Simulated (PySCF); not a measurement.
# How methods differ on the ionisation energy of Hf(2+)

Hf(2+) [Xe] 4f14 5d2 (3F) → Hf(3+) [Xe] 4f14 5d1 (2D), as a difference of total energies. Computed with PySCF 2.14 in aug-cc-pVTZ-PP with ECP60MDF (6s6p5d3f2g, 88 functions), with a scalar-relativistic core potential. Correlated levels: valence: 5s2 5p6 frozen. The calculations carry no spin-orbit coupling.

**Question.** Order these methods by the ionisation energy they give, lowest first.
A. CCSD (valence)
B. MP2 (valence)
C. UHF
D. SCS-MP2 (valence)

**Answer.** C (21.537 eV), D (21.568 eV), B (21.629 eV), A (21.659 eV).

The reference lies between the lowest fine-structure levels, while these numbers refer to the centres of the terms.

Errors of the correlated levels include the incompleteness of this basis and the frozen core.

With two correlated electrons CCSD is exact in that space.

For comparison: 22.55 ± 0.04 eV (theoretical estimate listed by NIST; NIST Atomic Spectra Database, ionization energies).
